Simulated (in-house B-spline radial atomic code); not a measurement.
# Ionising Nb²⁺ with different functionals

Computed with a radial B-spline atomic code at the basis-set limit: scalar-relativistic (spin-free X2C) Hamiltonian, Fermi nucleus of rms radius 4.324 fm, spin-polarised at highest spin, spherical fractional occupations for the functionals, the average over the highest-spin determinants for Hartree-Fock. The ionisation energy is the difference of two self-consistent energies, [Kr] 4d3 → [Kr] 4d2, without Breit or QED terms; ε is the level of the shell that loses the electron (its least bound occupied spin orbital). There is no spin-orbit coupling in this Hamiltonian.

Hybrids are left out here: with spherical fractional occupations of an open shell their exact exchange keeps a self-interaction that integer-occupation calculations don't have.

```tsv
method	rung	ΔSCF (eV)	-ε(4d) (eV)
Hartree-Fock	Hartree-Fock	24.28	25.00
LDA VWN5	LDA	25.66	20.10
LDA PW92	LDA	25.65	20.09
LDA exchange-only	LDA	24.52	19.06
PBE	GGA	25.55	19.99
PBEsol	GGA	25.53	19.97
BLYP	GGA	25.33	19.75
RPBE	GGA	25.50	19.93
PW91	GGA	25.61	20.04
BP86	GGA	25.60	20.04
AM05	GGA	25.50	19.93
OLYP	GGA	25.52	19.89
TPSS	meta-GGA	25.40	19.84
SCAN	meta-GGA	25.49	19.98
r2SCAN	meta-GGA	25.51	19.99
revTPSS	meta-GGA	25.35	19.79
```

**Question.** How do they compare with the NIST value?

**Answer.** NIST lists 25.040 eV (semi-empirical, ground level to ground level). Errors run from -0.76 to +0.62 eV; BLYP is closest (+0.29 eV), but part of that can be cancellation, since the calculations leave out spin-orbit coupling, Breit-QED terms, multiplet and fine-structure energies. Hartree-Fock also lacks correlation.
